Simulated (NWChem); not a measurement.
GaSiH5; SMILES [SiH3][GaH2]

All runs: NWChem. Medium grid unless said otherwise, to which SCAN and Minnesota functionals are sensitive. All runs use the structure optimised with PBE0/def2-SVP.

Q: Order these by “orbital gap (eV)”, lowest first: B3LYP/def2-SVP; CAM-B3LYP/def2-SVP; PW91/def2-SVP; r2SCAN/def2-SVP.

A: PW91/def2-SVP (3.62), r2SCAN/def2-SVP (4.16), B3LYP/def2-SVP (5.06), CAM-B3LYP/def2-SVP (7.68)
